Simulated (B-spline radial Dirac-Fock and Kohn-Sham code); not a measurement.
# Run log: Tb

ΔSCF core binding energies without Breit or QED terms, calculated with a radial atomic solver. Keys: rel is the Hamiltonian (dirac, or spin-free x2c and nr, where L3 and M5 stand for the whole 2p and 3d shells), method is hf or an exchange,correlation pair (spin-unpolarised, also for the hole states), nuc the nuclear model, radius_factor scales its radius, rmax is the box in bohr, h the logarithmic mesh step, order the B-spline order, points the quadrature points per cell, c_factor scales the speed of light, and damp, ndamp, maxit and tol steer the iteration. The run stops when the commutator error falls below 10·tol·max(1, Z/10), or the numerical noise floor, and the energy has settled to about 1e-8 Ha; the virial ratio is −V/T.

Input (task.json):

```json
{"items": [{"Z": 65, "q": 0, "cfg": [[1, 0, 2], [2, 0, 2], [2, 1, 6], [3, 0, 2], [3, 1, 6], [3, 2, 10], [4, 0, 2], [4, 1, 6], [4, 2, 10], [4, 3, 9], [5, 0, 2], [5, 1, 6], [6, 0, 2]], "A": 159, "rrms": 5.06, "do": "settings", "holes": ["K", "L3", "M5"],
  "settings": [{"rel": "dirac", "method": "hf", "nuc": "fermi", "radius_factor": 1.0, "rmax": 45.0, "h": 0.3, "order": 8, "points": 4, "c_factor": 1.0, "maxit": 86, "damp": 0.5, "ndamp": 3, "tol": 1e-08}]}]}
```

Command: `python xray2_run.py task.json out`

Ground-state iterations:

```
iter   energy (Ha)        error
   1   -11669.08315661  2.07e+00
   2   -11680.36637387  1.51e+00
   3   -11710.53750309  3.33e-01
   4   -11712.22089481  9.99e-02
   5   -11712.51988777  5.53e-02
   6   -11712.54366408  1.37e-02
   7   -11712.54992684  1.20e-02
   8   -11712.55226726  2.46e-03
   9   -11712.55244523  2.32e-04
  10   -11712.55244921  6.73e-05
  11   -11712.55244944  7.65e-06
  12   -11712.55244945  8.42e-07
  13   -11712.55244945  2.02e-07
```

The ground state converged in 13 iterations, with total energy -11712.55245 Ha, virial ratio 1.91461 and highest orbital energy -5.05 eV. ΔSCF binding energies: K (1s) 52223.5 eV, L3 (2p3/2) 7534.1 eV, M5 (3d5/2) 1244.1 eV.

One setting is outside the advised range (too few quadrature points), but here it does no visible harm: the result matches the run with default settings.
